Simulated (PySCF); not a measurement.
**Working out the excitation energy of B⁺**

B⁺ [He] 2s2 (1S) → B⁺ [He] 2p2 (3P). Calculation: PySCF 2.14, in dyall-av2z (11s7p2d, 42 functions); no relativity, point nucleus. Frozen: 1s2; the 8 highest virtual orbitals dropped. Energies in hartree (1 hartree = 27.21139 eV):

| part | B⁺ (lower) | B⁺ (upper) |
| --- | --- | --- |
| UHF | -24.236508 | -23.834833 |
| CCSD correlation | -0.060545 | -0.007627 |
| (T) | 0.000000 | 0.000000 |

Task: What does Hartree-Fock give?

Result: (-23.834833) − (-24.236508) = 0.401675 hartree = 10.930 eV.

Task: What do CCSD and CCSD(T) give?

Result: The CCSD correlation energies differ by 0.052918 hartree = 1.440 eV and the triples by 0.000000 hartree = 0.000 eV, so CCSD gives 12.370 eV and CCSD(T) 12.370 eV.

Measured between the centres of the two terms (NIST): 12.265 eV, so CCSD(T) (valence) is off by 0.105 eV.

A double-zeta basis recovers only part of the correlation energy.

The coupled-cluster amplitudes are large, so a single reference is strained.

What remains against the reference includes basis incompleteness, the frozen core and higher excitations.
